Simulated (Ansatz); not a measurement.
`Cl[SiH2]Br` and `F[SiH2]Cl` differ in one atom or group.

Ansatz, PBE0-D4/def2-TZVP geometries, multiplicity 1. 

Scalar relativity is left out up to krypton.

```tsv
property	`Cl[SiH2]Br`
LUMO energy (PBE/def2-TZVPP) / eV	-1.24
HOMO energy (ωB97M-V/def2-TZVPP) / eV	-10.91
HOMO energy (PBE0/def2-TZVPP) / eV	-8.70
LUMO energy (ωB97M-V/def2-TZVPP) / eV	1.57
HOMO–LUMO gap (B3LYP/def2-TZVPP) / eV	7.89
size of the dipole moment (PBE/def2-TZVPP) / D	1.01
```

What does the change do to each property? (Best estimate.)

Computed: 
| property | `F[SiH2]Cl` | shift |
| --- | --- | --- |
| LUMO energy (PBE/def2-TZVPP) / eV | -0.84 | 0.40 |
| HOMO energy (ωB97M-V/def2-TZVPP) / eV | -11.51 | -0.60 |
| HOMO energy (PBE0/def2-TZVPP) / eV | -9.27 | -0.57 |
| LUMO energy (ωB97M-V/def2-TZVPP) / eV | 1.84 | 0.27 |
| HOMO–LUMO gap (B3LYP/def2-TZVPP) / eV | 8.85 | 0.96 |
| size of the dipole moment (PBE/def2-TZVPP) / D | 1.20 | 0.19 |

With PBE0 the HOMO falls by 0.57 eV and the LUMO rises by 0.38 eV, so the gap widens by about 0.95 eV. PBE moves the HOMO by -0.46 eV and ωB97M-V by -0.60 eV. Dipoles are sizes alone; their direction can turn.

B3LYP here is the variant with VWN-RPA as its local correlation; programs differ in this.

Spin–orbit coupling is left out; it splits and shifts lone-pair levels of the heavy atoms by tenths of an eV.
